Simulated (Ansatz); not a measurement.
Ansatz (a program for electronic structure) input:

Ansatz 0.2 input:
```yaml
crystal:
  periodic: [false, false, false]
  atoms:
    - {symbol: Sn, position_ang: [-0.02231820, 0.02218151, -0.01021587]}
    - {symbol: H, position_ang: [0.26167273, -1.13672385, -1.25421430]}
    - {symbol: H, position_ang: [-0.60513251, -0.78890477, 1.39467242]}
    - {symbol: H, position_ang: [1.45936983, 0.81655287, 0.37033548]}
basis:
  gaussian:
    orbitals: def2-SVPD
magnetization: {spin_polarized: true, initial_magnetization: 1}
correlation: {method: ccsd_t, electrons: outside_noble_gas}
output: {forces: true}
```

What final total energy does it print?

-215.15401 Eh (CCSD(T)/def2-SVPD). The basis has 56 functions.
